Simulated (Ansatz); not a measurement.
Correlation energies of CH7AlOSi (`C[SiH2][O][AlH2]`) by basis set

Cartesian coordinates in Å:
```
C -0.2729 1.4599 1.1502
Si -0.1285 -0.3814 0.9162
O 0.2388 -0.7352 -0.6297
Al 0.4526 -1.1766 -2.2360
H 0.6645 1.9609 0.8964
H -1.0656 1.8738 0.5222
H -0.5105 1.6939 2.1917
H -1.4141 -1.0395 1.2850
H 0.9367 -0.9234 1.8057
H -0.8261 -1.5317 -3.0942
H 1.9251 -1.2007 -2.8075
```

Charge 0, multiplicity 1. The geometry is a stationary point of PBE0-D4/def2-TZVP. It is one conformer, not always the lowest. Frozen core, restricted reference, Ansatz 0.2.0.

```tsv
basis	HF (Eh)	MP2 corr.	CCSD corr.	(T)	CCSD(T) total
def2-SVP	-647.50339	?	-0.54300	-0.01215	?
def2-TZVPP	?	-0.61957	–	–	–
def2-QZVPP	?	?	–	–	–
```

(1) Fill in the withheld values. (An estimate is asked.)

## Answers

(1) The calculation gave: def2-SVP MP2 corr.: -0.49195; def2-SVP CCSD(T) total: -648.05854; def2-TZVPP HF (Eh): -647.83784; def2-QZVPP HF (Eh): -647.86075; def2-QZVPP MP2 corr.: -0.66540.
